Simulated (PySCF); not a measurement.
**Li (lithium, neutral) across methods**

[He] 2s1, 2S determinant. Computed with PySCF 2.14 in aug-cc-pVDZ-DK (4s3p2d, 23 functions), with the spin-free X2C one-electron Hamiltonian (Gaussian nucleus).

```tsv
method	E (hartree)	mean ε 1s α (eV)	mean ε 1s β (eV)	mean ε 2s α (eV)	Σ⟨r²⟩ (bohr²)	⟨S²⟩
TPSSh	-7.4881	-54.346	-54.136	-3.437	18.04	0.750
PBE	-7.4612	-51.615	-51.405	-3.244	18.22	0.750
CAM-B3LYP	-7.4705	-57.260	-57.057	-4.656	18.10	0.750
LDA	-7.3420	-50.521	-50.328	-3.172	18.59	0.750
r2SCAN	-7.4796	-53.211	-53.085	-3.280	18.12	0.750
UHF	-7.43310	-67.621	-67.229	-5.342	18.66	0.750
M06-2X	-7.4816	-59.599	-59.491	-4.154	18.24	0.750
PBE0	-7.4669	-55.797	-55.539	-3.839	18.17	0.750
TPSS	-7.4888	-52.792	-52.603	-3.209	18.03	0.750
```
